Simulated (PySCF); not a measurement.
A side-by-side comparison of computed properties.

First species: C₃H₂FPS.
SMILES: `s1cc(F)pc1`

Second species: C4H5O2P.
Z-matrix (Å and degrees, GFN2-xTB geometry), rows numbered from 1:
```
C 
C   1  1.4943
O   2  1.2187  1  121.96
C   2  1.4892  1  117.91  3   178.87
P   4  1.8749  2  109.97  1  -175.31
C   5  1.6836  4   96.74  2    -2.77
O   6  1.1687  5  147.91  4  -179.23
H   1  1.0873  2  110.16  3    27.98
H   1  1.0905  2  108.01  3   -89.56
H   1  1.0858  2  111.57  3   151.27
H   4  1.0941  2  109.21  1    64.40
H   4  1.0930  2  110.44  1   -52.34
```

Levels: B3LYP/def2-SVPD for dipole moment, HOMO energy, LUMO energy, HOMO–LUMO gap, static isotropic polarisability and electronic spatial extent ⟨r²⟩ about the centre of nuclear charge; TDDFT B3LYP/def2-SVPD for lowest singlet excitation; TDA B3LYP/def2-SVPD for lowest triplet excitation (Tamm–Dancoff); GFN2-xTB for rotational constant A and rotational constant C. Geometries: GFN2-xTB. Each structure is a single optimised conformer of the isolated species, non-relativistic unless stated. Electronic properties by PySCF.

The conformers computed, where there is a choice (atom-mapped SMILES and torsion angles):
- `[CH3:1][C:2](=[O:3])[CH2:4][P:5]=[C:6]=[O:7]`: C1–C2–C4–P5 -175°, C2–C4–P5–C6 -3°

(1) Which of the two has the higher dipole moment, and by how much?

(2) Which of the two has the higher LUMO energy, and by how much?

(3) Which of the two has the higher rotational constant A, and by how much?

(4) Which of the two has the higher rotational constant C, and by how much?

(5) Which has the higher T1 energy?

(6) Which of the two has the higher HOMO energy, and by how much?

(7) Which of the two has the higher S1 energy, and by how much?

(8) Which has the higher ⟨r²⟩?

## Answers

(1) The second: 6.16 D against 1.93 D, a difference of 4.23 D.

(2) The first: -1.82 eV against -2.03 eV, a difference of 0.21 eV.

(3) The first: 4.092 GHz against 3.902 GHz, a difference of 0.190 GHz.

(4) The first: 1.477 GHz against 1.248 GHz, a difference of 0.229 GHz.

(5) The first: 3.22 eV against 2.62 eV, a difference of 0.60 eV.

(6) The second: -5.71 eV against -7.07 eV, a difference of 1.36 eV.

(7) The first: 4.81 eV against 2.78 eV, a difference of 2.03 eV.

(8) The second: 909 bohr² against 727 bohr², a difference of 182 bohr².

On the first: In atomic units the dipole is 0.76 e·bohr (1 au = 2.5417 D).

On the second: S1 lies 0.90 eV below the HOMO–LUMO gap; its leading configuration is HOMO→LUMO, weight 1.00. The dipole equals about 20.5 × 10⁻³⁰ C·m (1 D = 3.33564 × 10⁻³⁰ C·m).
